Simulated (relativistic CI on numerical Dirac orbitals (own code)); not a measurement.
**Ce¹³⁺: what numerical and physical settings do to a radial Dirac CI calculation**

Reference input:

```
atom Ce  Z=58  charge=13  electrons=45
nucleus A=140  rms_radius_fm=4.8771
hamiltonian dirac-coulomb  breit=on  qed=on  c_scale=1
orbitals kli  potential=per-configuration
slater_scale 1
correlation none
mixing on
grid step=0.0125 r_max=10.6
scf mixing=0.4 start=green max_iterations=150 tolerance=2e-08 node_fill=0.05
configurations
  [Kr] 4d9
  [Ar] 3d10 4s2 4p5 4d10
  [Kr] 4d8 4f
end
```

Computed lowest total energy -8799.25760 Ha, first excitation 28172.8 cm⁻¹, 32 SCF steps. Runs with settings changed; * marks those that are bad on purpose:

| Changed | Outcome | Lowest level | ΔE (Ha) | First excitation (cm⁻¹) | SCF steps | Message |
| --- | --- | --- | --- | --- | --- | --- |
| SCF mixing 0.1, iteration limit 20, grid step 0.008 | converged | 4p6 4d9 2D_5/2 | -9.85e-05 | 28172.8 | 39 |  |
| end of the grid at 15.9 bohr, iteration limit 20, node fill of the KLI weights 0.5 | converged | 4p6 4d9 2D_5/2 | 0.03 | 28548.7 | 36 |  |
| Breit term off, SCF tolerance 1e-10 | converged | 4p6 4d9 2D_5/2 | -7.37 | 28961.3 | 37 |  |
| Slater scale 0.5, start potential previous | converged | 4p6 4d9 2D_5/2 | 0.000287 | 28015.3 | 25 |  |
| SCF mixing 1.8 * | converged | 4p6 4d9 2D_5/2 | -2.1e-09 | 28172.8 | 35 |  |
| nuclear radius 48.771 fm * | converged | 4p6 4d9 2D_5/2 | 24 | 28194.0 | 32 |  |
